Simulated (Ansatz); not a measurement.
`C[SiH](O)F` + `N[SiH](O)Cl` → `O[Si@H](F)N[Si@H](O)Cl` + CH₄  (ligand exchange at the Si–C bond)

Gas-phase electronic energies from Ansatz, PBE0-D4/def2-TZVP geometries. CCSD(T)/CBS adds triple-zeta CCSD(T) − MP2 to the extrapolated MP2 energy (def2 sets, frozen cores). This one scheme is used for every species. DFT in def2-TZVPP. B3LYP here is the variant with VWN-RPA as its local correlation; programs differ in this. Each species was taken in one conformer, which may not be the lowest.

```csv
level,ΔE (kJ/mol)
B3LYP-D4,-89.4
ωB97X-V,-83.5
ωB97M-V,-84.7
PBE0,-76.6
HF/def2-QZVPP,-84.8
MP2/def2-QZVPP,-87.5
SCS-MP2/def2-QZVPP,-86.3
MP2/CBS(def2),-86.7
```

Question: What does CCSD(T)/CBS give? (An estimate is asked.)

Answer: Ansatz gave: -85.5 kJ/mol. The listed levels differ from it by -3.9, 2.0, 0.8, 8.9, 0.7, -2.0, -0.8, -1.2 kJ/mol.

Largest T1 diagnostic among the species: 0.011.

The D4 term adds −10.3 kJ/mol with B3LYP and −6.0 kJ/mol with PBE0; it sums over pairs of atoms, weighted by their polarisabilities, and B3LYP, whose exchange is more repulsive, gets the larger term. From PBE to PBE0 (25 % exact exchange), in def2-TZVPP and without D4, ΔE moves by −3.0 kJ/mol.
